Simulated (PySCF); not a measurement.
Species: `FC1CP(n2cccc2)C1`. The columns A, B, C and D hold Mulliken, IAO, Hirshfeld and ESP-fitted charges (e) of one PBE0/pcSseg-1 density (PySCF), in a shuffled order. Coordinates in Å (GFN2-xTB); the density's dipole moment is (-1.23, -0.99, -0.29) D.

```
atom       x       y       z       A       B       C       D
  F1  -2.509   1.703   0.542  -0.121  -0.325  -0.245  -0.332
  C2  -2.488   0.374   0.180  +0.063  +0.183  -0.115  +0.222
  C3  -1.685  -0.494   1.153  -0.131  -0.476  +0.287  -0.465
  P4  -0.694  -1.274  -0.250  +0.223  +0.611  -0.363  +0.618
  N5   0.838  -0.536  -0.031  -0.066  -0.278  +0.440  -0.715
  C6   2.013  -1.231  -0.208  -0.039  -0.110  -0.376  +0.166
  C7   3.061  -0.398   0.033  -0.097  -0.222  -0.139  -0.169
  C8   2.517   0.864   0.371  -0.091  -0.208  -0.343  -0.161
  C9   1.162   0.751   0.325  -0.037  -0.130  -0.272  +0.143
 C10  -1.659   0.119  -1.082  -0.131  -0.476  +0.296  -0.465
 H11  -3.536   0.073   0.087  +0.045  +0.141  +0.121  +0.109
 H12  -2.281  -1.182   1.748  +0.044  +0.157  -0.008  +0.160
 H13  -1.062   0.105   1.817  +0.048  +0.171  -0.040  +0.178
 H14   1.991  -2.265  -0.493  +0.048  +0.162  +0.203  +0.100
 H15   4.102  -0.647  -0.024  +0.050  +0.158  +0.171  +0.080
 H16   3.072   1.749   0.617  +0.051  +0.158  +0.213  +0.080
 H17   0.411   1.493   0.519  +0.050  +0.157  +0.225  +0.113
 H18  -2.238  -0.165  -1.959  +0.044  +0.157  -0.013  +0.160
 H19  -1.026   0.970  -1.333  +0.048  +0.171  -0.043  +0.178
```

Question: Which column most likely holds the ESP-fitted charges?

Answer: C. Σ q r misses the density's dipole by 0.03 D (C), 0.89 D (A), 3.29 D (D), 3.80 D (B). Charges fitted to the outside potential are the only set here that is tied to the molecule's multipoles.

Question: And the Hirshfeld charges?

Answer: A. The mean sizes are 0.075 e (A), 0.206 e (C), 0.234 e (B), 0.243 e (D), and Hirshfeld charges are commonly the smallest of these schemes.

As computed, A = Hirshfeld, B = IAO, C = ESP-fitted, D = Mulliken. Hydrogens on carbon: Hirshfeld +0.04 to +0.05, IAO +0.14 to +0.17, ESP-fitted -0.04 to +0.22, Mulliken +0.08 to +0.18 e.

The Mulliken scheme counts on each atom the diagonal of the density matrix times the overlap matrix over that atom's basis functions. The IAO scheme counts the electrons in orthogonalised intrinsic atomic orbitals, a minimal basis polarised so that it spans the occupied orbitals exactly.

The structure is a single GFN2-xTB conformer in the gas phase; no vibrational or solvent corrections.

The values belong to the conformer `[F:1][CH:2]1[CH2:3][P:4]([n:5]2[cH:6][cH:7][cH:8][cH:9]2)[CH2:10]1`: C3–P4–N5–C6 141°.
